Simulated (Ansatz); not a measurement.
Geometry optimisation, RKS PBE0-D4/def2-SVP in Ansatz.

Input:

```yaml
crystal:
  periodic: [false, false, false]
  atoms:
    - { symbol: Sn, position_ang: [0.0, 0.0, 0.0] }
    - { symbol: H, position_ang: [1.0458, 0.0, 1.6339] }
    - { symbol: C, position_ang: [2.2453, 0.0, 0.694] }
    - { symbol: H, position_ang: [2.5929, -1.0463, 0.5658] }
    - { symbol: H, position_ang: [2.2938, 0.5276, -0.2814] }
    - { symbol: H, position_ang: [2.8972, 0.5187, 1.4274] }
    - { symbol: C, position_ang: [-1.0126, 1.7544, -0.716] }
    - { symbol: H, position_ang: [-2.0653, 1.5008, -0.9603] }
    - { symbol: H, position_ang: [-0.9943, 2.5391, 0.069] }
    - { symbol: H, position_ang: [-0.5023, 2.131, -1.6269] }
    - { symbol: H, position_ang: [-0.8195, -1.4198, -0.5794] }
basis:
  gaussian: { orbitals: def2-SVP }
hamiltonian:
  xc: pbe0
  dispersion: d4
relax:
  f_tol: 0.15
  max_steps: 25
  restrain:
    - { distance: [1, 2], at: 1.11, k: 30.0 }
    - { distance: [0, 1], at: 2.94, k: 30.0 }
    - { distance: [0, 2], at: 3.35, k: 30.0 }
```

Launched with:

```bash
$ ansatz run input.yaml --threads 2 --pin off --max-ram 3072MiB --backend cpu --events-out ev --progress --plain --runs-dir out
```

Task: Where does it end, and by what steps?

Result: The run converged. The restraints hold the end off the free minimum; the threshold counts their pulls, which the force column leaves out. Restrained pairs: H2–C3 (1.52 → 1.10 Å), Sn1–H2 (1.94 → 2.94 Å), Sn1–C3 (2.35 → 3.35 Å). After 11 steps the energy has fallen by 3.962 eV (the restraints' own energy left out); Sn1 moved furthest, 1.06 Å.

| step | energy less start (eV) | largest force component (eV/Å) | accepted |
| --- | --- | --- | --- |
| 0 | 0.0000 | 2.225 | yes |
| 1 | 0.4340 | 3.208 | yes |
| 2 | 0.6704 | 5.713 | yes |
| 3 | -0.1379 | 5.921 | yes |
| 4 | -1.5820 | 5.221 | yes |
| 5 | -2.7298 | 3.291 | yes |
| 6 | -3.4754 | 1.048 | yes |
| 7 | -3.7531 | 0.762 | yes |
| 8 | -3.8993 | 0.501 | yes |
| 9 | -3.9390 | 0.178 | yes |
| 10 | -3.9483 | 0.275 | yes |
| 11 | -3.9615 | 0.131 | yes |

```xyz
11
Properties=species:S:1:pos:R:3
Sn -0.970 -0.213 0.358
H 1.618 -0.025 1.742
C 2.330 0.000 0.898
H 2.620 -1.026 0.634
H 1.883 0.496 0.022
H 3.216 0.571 1.204
C -1.082 1.708 -0.733
H -2.111 1.779 -1.141
H -0.939 2.571 -0.060
H -0.378 1.767 -1.582
H -0.507 -1.123 -1.115
```

Time of the run: 29 s on 2 threads of Arm Neoverse V2 (shared host), peak memory 0.2 GiB.
